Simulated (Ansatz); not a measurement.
Reaction (cleavage of the Si–Si bond): `[CH3][Al]([NH2])[SiH2][SiH3]` + H–F → `[CH3][Al]([NH2])[SiH2]F` + SiH₄

Computed with Ansatz on PBE0-D4/def2-TZVP structures; ΔE is electronic, products minus reactants. CBS: MP2 limit from def2 TZ/QZ plus the TZ coupled-cluster correction, frozen cores. This one scheme is used for every species. DFT in def2-TZVPP. B3LYP here is the variant with VWN-RPA as its local correlation; programs differ in this. One conformer a species, not always the lowest.

`[CH3][Al]([NH2])[SiH2][SiH3]`:

```xyz
15

C    -0.824    1.097    2.036
Al    0.601    0.365    0.924
N     2.032   -0.361    1.671
Si    0.502    0.319   -1.524
Si   -1.186   -1.128   -2.254
H    -0.606    1.013    3.104
H    -0.998    2.154    1.811
H    -1.770    0.579    1.847
H     2.195   -0.439    2.663
H     2.807   -0.754    1.161
H     0.187    1.666   -2.090
H     1.783   -0.128   -2.149
H    -2.496   -0.703   -1.687
H    -1.314   -1.167   -3.737
H    -0.914   -2.512   -1.776
```

H–F:

Z-matrix (Å, degrees):
```
F
H 1 0.920
```

`[CH3][Al]([NH2])[SiH2]F`:

```xyz
12

C     1.612   -0.291    1.211
Al   -0.022    0.216    0.277
N    -1.066    1.491    0.925
Si   -0.777   -0.788   -1.850
F    -0.258   -2.317   -1.954
H     2.494   -0.084    0.597
H     1.732    0.242    2.158
H     1.625   -1.364    1.424
H    -0.883    2.016    1.766
H    -1.935    1.793    0.515
H    -0.259   -0.083   -3.061
H    -2.262   -0.831   -2.008
```

SiH₄:

Z-matrix (Å, degrees):
```
Si
H 1 1.485
H 1 1.485 2 109.5
H 1 1.485 2 109.5 3 -120.0
H 1 1.485 2 109.5 3 120.0
```

| level | ΔE (kJ/mol) | difference from CCSD(T)/CBS |
| --- | --- | --- |
| r2SCAN-D4 | -99.1 | 1.2 |
| B3LYP-D4 | -107.9 | -7.6 |
| ωB97X-V | -107.0 | -6.7 |
| B2PLYP | -114.4 | -14.1 |
| PBE | -87.6 | 12.7 |
| PBE0 | -90.3 | 10.0 |
| MP2/def2-TZVPP | -103.7 | -3.4 |
| CCSD(T)/def2-TZVPP | -100.7 | -0.4 |
| SCS-MP2/def2-QZVPP | -114.9 | -14.6 |
| HF/CBS(def2) | -142.4 | -42.1 |
| CCSD(T)/CBS | -100.3 | 0 |

Largest T1 diagnostic among the species: 0.013.

The D4 term adds +9.5 kJ/mol with B3LYP and +5.5 kJ/mol with PBE0; it sums over pairs of atoms, weighted by their polarisabilities, and B3LYP, whose exchange is more repulsive, gets the larger term. In def2-TZVPP, CCSD(T) changes the Hartree–Fock value by +38.6 kJ/mol (the triples alone add +5.5 kJ/mol) and MP2 by +35.6 kJ/mol.
